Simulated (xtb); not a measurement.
xtb job for Si(H)3(NiPr2) (C₆H₁₇NSi), SMILES CC(C)N([SiH3])C(C)C, GFN2-xTB. 

```
$ xtb mol.xyz --gfn 2 --sp --chrg 0 --uhf 0 --json
$ cat mol.xyz
25

Si     0.00688232     2.16611737    -0.11586066
N      0.03298497     0.46102114     0.11093389
C     -1.24626111    -0.20925112     0.30167323
C     -1.61233524    -1.23456857    -0.77169416
C     -1.40564756    -0.81016911     1.70483219
C      1.26803723    -0.25699828    -0.16482560
C      1.42826227    -0.66348561    -1.63690541
C      1.53734846    -1.45193395     0.74854538
H      1.34609093     2.66235324     0.19542030
H     -0.98191015     2.72012210     0.81063852
H     -0.35399101     2.58369804    -1.48315742
H     -1.99128118     0.59126674     0.22691687
H     -0.99853407    -2.12815195    -0.70077332
H     -2.65146925    -1.53027050    -0.64066618
H     -1.50025548    -0.80130065    -1.76222857
H     -0.89572481    -1.76277647     1.80355688
H     -2.46212571    -0.96989054     1.91052064
H     -1.01012468    -0.11933505     2.44500994
H      2.06028101     0.47414941     0.03822767
H      0.81903794    -1.52556922    -1.88938585
H      1.14680287     0.16668860    -2.27996819
H      2.46863070    -0.91497330    -1.83237495
H      1.42681667    -1.16640114     1.79077121
H      2.56006238    -1.78967799     0.59172696
H      0.87402246    -2.28428267     0.53152399
```

Log of the run:

```
[banner left out]
          |                Calculation Setup                |
           -------------------------------------------------



           -------------------------------------------------
          |                 G F N 2 - x T B                 |
           -------------------------------------------------

        Reference                      10.1021/acs.jctc.8b01176
      * Hamiltonian:
        H0-scaling (s, p, d)           1.850000    2.230000    2.230000
        zeta-weighting                 0.500000
      * Dispersion:
        s8                             2.700000
        a1                             0.520000
        a2                             5.000000
        s9                             5.000000
      * Repulsion:
        kExp                           1.500000    1.000000
        rExp                           1.000000
      * Coulomb:
        alpha                          2.000000
        third order                    shell-resolved
        anisotropic                    true
        a3                             3.000000
        a5                             4.000000
        cn-shift                       1.200000
        cn-exp                         4.000000
        max-rad                        5.000000


          ...................................................
          :                      SETUP                      :
          :.................................................:
          :  # basis functions                  55          :
          :  # atomic orbitals                  54          :
          :  # shells                           34          :
          :  # electrons                        50          :
          :  max. iterations                   250          :
          :  Hamiltonian                  GFN2-xTB          :
          :  restarted?                      false          :
          :  GBSA solvation                  false          :
          :  PC potential                    false          :
          :  electronic temp.          300.0000000     K    :
          :  accuracy                    1.0000000          :
          :  -> integral cutoff          0.2500000E+02      :
          :  -> integral neglect         0.1000000E-07      :
          :  -> SCF convergence          0.1000000E-05 Eh   :
          :  -> wf. convergence          0.1000000E-03 e    :
          :  Broyden damping             0.4000000          :
          :  net charge                          0          :
          :  unpaired electrons                  0          :
          ...................................................

 iter      E             dE          RMSdq      gap      omega  full diag
   1    -26.4589697 -0.264590E+02  0.381E+00    5.25       0.0  T
   2    -26.5552540 -0.962843E-01  0.220E+00    4.69       1.0  T
   3    -26.5573754 -0.212143E-02  0.141E+00    4.97       1.0  T
   4    -26.5574708 -0.953883E-04  0.412E-01    4.77       1.0  T
   5    -26.5578212 -0.350394E-03  0.297E-01    4.95       1.0  T
   6    -26.5579796 -0.158394E-03  0.563E-02    4.87       1.0  T
   7    -26.5579870 -0.745525E-05  0.398E-02    4.89       1.0  T
   8    -26.5579906 -0.354498E-05  0.107E-02    4.88       1.9  T
   9    -26.5579910 -0.471833E-06  0.335E-03    4.88       6.0  T
  10    -26.5579910 -0.334398E-08  0.764E-04    4.88      26.2  T
  11    -26.5579910 -0.774378E-09  0.319E-04    4.88      62.7  T

   *** convergence criteria satisfied after 11 iterations ***

         #    Occupation            Energy/Eh            Energy/eV
      -------------------------------------------------------------
         1        2.0000           -0.7133704             -19.4118
       ...           ...                  ...                  ...
        19        2.0000           -0.4455080             -12.1229
        20        2.0000           -0.4358792             -11.8609
        21        2.0000           -0.4199764             -11.4281
        22        2.0000           -0.4185622             -11.3897
        23        2.0000           -0.4093360             -11.1386
        24        2.0000           -0.4086561             -11.1201
        25        2.0000           -0.3467640              -9.4359 (HOMO)
        26                         -0.1674457              -4.5564 (LUMO)
        27                         -0.1556830              -4.2363
        28                         -0.1460978              -3.9755
        29                         -0.0411361              -1.1194
        30                         -0.0327563              -0.8913
       ...                                ...                  ...
        54                          0.7413310              20.1726
      -------------------------------------------------------------
                  HL-Gap            0.1793183 Eh            4.8795 eV
             Fermi-level           -0.2571049 Eh           -6.9962 eV

 SCC (total)                   0 d,  0 h,  0 min,  0.013 sec
 SCC setup                      ...        0 min,  0.000 sec (  0.834%)
 Dispersion                     ...        0 min,  0.000 sec (  0.860%)
 classical contributions        ...        0 min,  0.000 sec (  0.331%)
 integral evaluation            ...        0 min,  0.002 sec ( 14.701%)
 iterations                     ...        0 min,  0.006 sec ( 46.612%)
 molecular gradient             ...        0 min,  0.005 sec ( 35.514%)
 printout                       ...        0 min,  0.000 sec (  0.955%)

         :::::::::::::::::::::::::::::::::::::::::::::::::::::
         ::                     SUMMARY                     ::
         :::::::::::::::::::::::::::::::::::::::::::::::::::::
         :: total energy             -26.199852629075 Eh    ::
         :: gradient norm              0.000115190310 Eh/a0 ::
         :: HOMO-LUMO gap              4.879498520150 eV    ::
         ::.................................................::
         :: SCC energy               -26.557791881580 Eh    ::
         :: -> isotropic ES            0.023443544996 Eh    ::
         :: -> anisotropic ES          0.011292989279 Eh    ::
         :: -> anisotropic XC          0.014871174830 Eh    ::
         :: -> dispersion             -0.020552311657 Eh    ::
         :: repulsion energy           0.357939252505 Eh    ::
         :: add. restraining           0.000000000000 Eh    ::
         :: total charge              -0.000000000000 e     ::
         :::::::::::::::::::::::::::::::::::::::::::::::::::::

           -------------------------------------------------
          |                Property Printout                |
           -------------------------------------------------

    * Orbital Energies and Occupations

         #    Occupation            Energy/Eh            Energy/eV
      -------------------------------------------------------------
         1        2.0000           -0.7133704             -19.4118
       ...           ...                  ...                  ...
        13        2.0000           -0.4811639             -13.0931
        14        2.0000           -0.4728652             -12.8673
        15        2.0000           -0.4675431             -12.7225
        16        2.0000           -0.4574384             -12.4475
        17        2.0000           -0.4535729             -12.3423
        18        2.0000           -0.4507365             -12.2652
        19        2.0000           -0.4455080             -12.1229
        20        2.0000           -0.4358792             -11.8609
        21        2.0000           -0.4199764             -11.4281
        22        2.0000           -0.4185622             -11.3897
        23        2.0000           -0.4093360             -11.1386
        24        2.0000           -0.4086561             -11.1201
        25        2.0000           -0.3467640              -9.4359 (HOMO)
        26                         -0.1674457              -4.5564 (LUMO)
        27                         -0.1556830              -4.2363
        28                         -0.1460978              -3.9755
        29                         -0.0411361              -1.1194
        30                         -0.0327563              -0.8913
        31                          0.0391043               1.0641
        32                          0.0796910               2.1685
        33                          0.1034907               2.8161
        34                          0.1222039               3.3253
        35                          0.1247122               3.3936
        36                          0.1284514               3.4953
       ...                                ...                  ...
        54                          0.7413310              20.1726
      -------------------------------------------------------------
                  HL-Gap            0.1793183 Eh            4.8795 eV
             Fermi-level           -0.2571049 Eh           -6.9962 eV

     #   Z          covCN         q      C6AA      α(0)
     1  14 Si       3.690     0.474    97.864    18.949
     2   7 N        2.639    -0.276    27.137     7.737
     3   6 C        3.844     0.052    19.674     6.309
     4   6 C        3.753    -0.105    22.575     6.775
     5   6 C        3.753    -0.112    22.706     6.795
     6   6 C        3.837     0.051    19.688     6.313
     7   6 C        3.753    -0.113    22.726     6.798
     8   6 C        3.753    -0.106    22.578     6.776
     9   1 H        0.919    -0.117     6.184     3.889
    10   1 H        0.918    -0.115     6.119     3.869
    11   1 H        0.915    -0.107     5.826     3.775
    12   1 H        0.924     0.018     2.765     2.600
    13   1 H        0.925     0.036     2.497     2.471
    14   1 H        0.925     0.034     2.535     2.490
    15   1 H        0.925     0.036     2.496     2.471
    16   1 H        0.925     0.042     2.428     2.437
    17   1 H        0.925     0.032     2.554     2.499
    18   1 H        0.925     0.039     2.466     2.456
    19   1 H        0.924     0.020     2.727     2.582
    20   1 H        0.925     0.040     2.454     2.450
    21   1 H        0.925     0.033     2.550     2.497
    22   1 H        0.925     0.032     2.553     2.499
    23   1 H        0.925     0.042     2.427     2.436
    24   1 H        0.925     0.034     2.532     2.489
    25   1 H        0.925     0.036     2.501     2.473

 Mol. C6AA /au·bohr⁶  :       5226.006730
 Mol. C8AA /au·bohr⁸  :     128639.125905
 Mol. α(0) /au        :        112.834617


Wiberg/Mayer (AO) data.
largest (>0.10) Wiberg bond orders for each atom

 ---------------------------------------------------------------------------
     #   Z sym  total        # sym  WBO       # sym  WBO       # sym  WBO
 ---------------------------------------------------------------------------
     1  14 Si   3.771 --     2 N    1.105    10 H    0.886     9 H    0.886
                            11 H    0.884
     2   7 N    3.320 --     1 Si   1.105     6 C    1.015     3 C    1.014
     3   6 C    3.984 --     2 N    1.014     4 C    0.999     5 C    0.995
                            12 H    0.972
     4   6 C    3.997 --     3 C    0.999    15 H    0.986    14 H    0.985
                            13 H    0.980
     5   6 C    3.996 --     3 C    0.995    18 H    0.987    17 H    0.986
                            16 H    0.983
     6   6 C    3.984 --     2 N    1.015     8 C    1.002     7 C    0.994
                            19 H    0.970
     7   6 C    3.997 --     6 C    0.994    21 H    0.988    22 H    0.986
                            20 H    0.983
     8   6 C    3.997 --     6 C    1.002    23 H    0.985    24 H    0.985
                            25 H    0.981
     9   1 H    0.986 --     1 Si   0.886
    10   1 H    0.987 --     1 Si   0.886
Note: The following floating-point exceptions are signalling: IEEE_UNDERFLOW_FLAG IEEE_DENORMAL
normal termination of xtb
    11   1 H    0.988 --     1 Si   0.884
    12   1 H    1.000 --     3 C    0.972
    13   1 H    0.999 --     4 C    0.980
    14   1 H    0.999 --     4 C    0.985
    15   1 H    0.999 --     4 C    0.986
    16   1 H    0.998 --     5 C    0.983
    17   1 H    0.999 --     5 C    0.986
    18   1 H    0.999 --     5 C    0.987
    19   1 H    1.000 --     6 C    0.970
    20   1 H    0.998 --     7 C    0.983
    21   1 H    0.999 --     7 C    0.988
    22   1 H    0.999 --     7 C    0.986
    23   1 H    0.998 --     8 C    0.985
    24   1 H    0.999 --     8 C    0.985
    25   1 H    0.999 --     8 C    0.981
 ---------------------------------------------------------------------------

Topologies differ in total number of bonds
Writing topology from bond orders to xtbtopo.mol

molecular dipole:
                 x           y           z       tot (Debye)
 q only:       -0.020      -0.186      -0.017
   full:       -0.037      -0.471      -0.075       1.216
molecular quadrupole (traceless):
                xx          xy          yy          xz          yz          zz
 q only:        0.243      -0.089      -0.023      -0.037      -0.340      -0.220
  q+dip:        2.216      -0.163      -2.457       0.095      -0.226       0.241
   full:        2.081      -0.046      -1.475      -0.243      -0.070      -0.606


           -------------------------------------------------
          | TOTAL ENERGY              -26.199852629075 Eh   |
          | GRADIENT NORM               0.000115190310 Eh/α |
          | HOMO-LUMO GAP               4.879498520150 eV   |
           -------------------------------------------------

------------------------------------------------------------------------
------------------------------------------------------------------------
 total:
 SCF:
```

Self-consistency was reached.

Cost: about 0.04 core-seconds (a rough figure).
